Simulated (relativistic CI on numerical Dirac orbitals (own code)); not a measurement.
# d1 to d9 in one octahedral field

Computed with a parametric ligand-field model without spin-orbit coupling, by exact diagonalisation: B = 590, C = 2580, 10Dq = 27900 cm⁻¹ (Oh; |10Dq|/B = 47.3) for every shell. Energies in cm⁻¹; the field energy is (0.6 n_e − 0.4 n_t2) × 10Dq of the ground term; g labels are left out.

```tsv
Shell	Ground term	Electrons in e	Field energy	First spin-allowed bands	Lowest term of other spin
d1	2T2	0.000	-11160	2E 27900	
d2	3T1	0.011	-22013	3T2 26503, 3T1 33956	1T2 8921
d3	4A2	0.000	-33480	4T2 27900, 4T1 34438	2E 12370
d4	3T1	0.018	-44141	3E 25450, 3T1 26102	1T2 7609
d5	?	?	?	?	?
d6	1A1	0.026	-66239	1T1 26049, 1T2 34348	3T1 20593
d7	2E	1.018	-49731	2T1 25903, 2T2 26540	4T1 15486
d8	3A2	2.000	-33480	3T2 27900, 3T1 34438	1E 9806
d9	2E	3.000	-16740	2T2 27900
```

(1) Fill in the row of d5.

Answers

(1) Ground term: 2T2; Electrons in e: 0.033; Field energy: -54867; First spin-allowed bands: 2A2 24631, 2T1 24837; Lowest term of other spin: 4T1 15675. Low spin: d4, d5, d6, d7; the other shells keep the spin of the free ion. Only d4 to d7 can choose; the field needed to pair spins is smallest for d6 and largest for d5, which loses most exchange energy. In the strong-field picture 10Dq must exceed about 6B + 5C = 16440 (d4), 7.5B + 5C = 17325 (d5), 2.5B + 4C = 11795 (d6) and 4B + 4C = 12680 (d7); mixing of terms shifts these bounds somewhat.
